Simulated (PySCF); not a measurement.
```xyz
4
charge 0 multiplicity 1, angstrom
Ag    0.0000    0.0000   -0.1832
F     0.0000    0.0000    1.7180
F     1.8805    0.0000   -0.3397
F    -1.8805    0.0000   -0.3397
```

Level of theory: PySCF, B3LYP, basis Ag def2-SVP with ECP28, F def2-SVP (scalar-relativistic core potentials, no spin–orbit coupling, density fitting).

This geometry of AgF₃ is a stationary point at this level.

What is the point group?

C2v.

Is it a minimum?

Yes: all harmonic wavenumbers are real.

Which band is strongest in the infrared?

668 cm⁻¹ (b2), 77 km/mol.

Give the atomic charges and bond orders.


```tsv
atom	Mulliken	Löwdin	polar tensor	Mayer order to Ag1
Ag1	0.91	0.42	1.16	–
F2	-0.26	-0.10	-0.26	0.91
F3,4	-0.33	-0.16	-0.45	0.85
```

What is the atomisation energy, with and without zero-point energy?

656 kJ/mol without, 642 kJ/mol with.

Only a few start shapes were tried, so a lower isomer may exist.
